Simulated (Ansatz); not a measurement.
ClFH3OSi2, SMILES `F[Si](Cl)O[SiH3]` radical at its PBE0-D4/def2-TZVP geometry, where that method's forces vanish. Charge 0, multiplicity 2.

```json
{"atom": "F1", "x (Å)": "-2.0484", "y (Å)": "-0.6265", "z (Å)": "1.1799"}
{"atom": "Si2", "x (Å)": "-1.7956", "y (Å)": "0.1905", "z (Å)": "-0.1662"}
{"atom": "Cl3", "x (Å)": "-2.4990", "y (Å)": "2.0916", "z (Å)": "0.1181"}
{"atom": "O4", "x (Å)": "-0.2141", "y (Å)": "0.2402", "z (Å)": "-0.4587"}
{"atom": "Si5", "x (Å)": "1.3069", "y (Å)": "-0.3491", "z (Å)": "-0.2163"}
{"atom": "H6", "x (Å)": "1.2827", "y (Å)": "-1.8307", "z (Å)": "-0.2852"}
{"atom": "H7", "x (Å)": "1.7942", "y (Å)": "0.0871", "z (Å)": "1.1142"}
{"atom": "H8", "x (Å)": "2.1734", "y (Å)": "0.1967", "z (Å)": "-1.2858"}
```

**Question.** For each bond, give half the difference of the two atoms' forces along it (eV/Å; positive pushes the atoms apart) under PBE-D4, r2SCAN-D4, B3LYP-D4, ωB97M-V in def2-TZVPP. (Best estimate.)

**Answer.** Ansatz gave: 
```tsv
bond	length (Å)	PBE-D4	r2SCAN-D4	B3LYP-D4	ωB97M-V
F1–Si2	1.595	0.53	0.05	0.19	0.16
Si2–Cl3	2.047	0.14	0.04	0.20	0.06
Si2–O4	1.609	0.25	0.06	0.05	0.10
O4–Si5	1.649	0.13	-0.01	0.08	0.12
Si5–H6	1.483	0.02	-0.02	-0.08	-0.13
Si5–H7	1.482	0.04	-0.02	-0.08	-0.14
Si5–H8	1.481	0.04	-0.03	-0.09	-0.14
```

B3LYP here is the variant with VWN-RPA as its local correlation; programs differ in this.
